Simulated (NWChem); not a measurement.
System: CH₃Si cation, singlet

```xyz
5

C      0.0000     0.0000     1.0733
Si     0.0000     0.0000    -0.7501
H     -0.5142    -0.9068     1.4822
H     -0.5282     0.8987     1.4822
H      1.0424     0.0081     1.4822
```
Atoms are numbered in this order, from 1.

Low-valent species are run as closed-shell singlets; no triplet was tried in these runs. Geometry: optimised at PBE-D3(BJ)/def2-SVP.

 Unshifted, non-relativistic core excitations; the lowest 4 roots alone, so stronger bands may lie above.

Problem. List the first Si K-edge excitations from BHandHLYP/6-311G** (spherical d), restricted-window TDA (NWChem).

Solution. 
```
state  energy (eV)  dipole oscillator strength           leading excitation (squared amplitude)
-----  -----------  --------------------------  -----------------------------------------------
S1          1820.6                      0.0120    1s of atom 2 or its equivalents → LUMO (0.94)
S2          1820.6                      0.0120  1s of atom 2 or its equivalents → LUMO+1 (0.94)
S3          1827.5                      0.0031  1s of atom 2 or its equivalents → LUMO+2 (0.82)
S4          1830.8                      0.0000  1s of atom 2 or its equivalents → LUMO+3 (0.77)
```
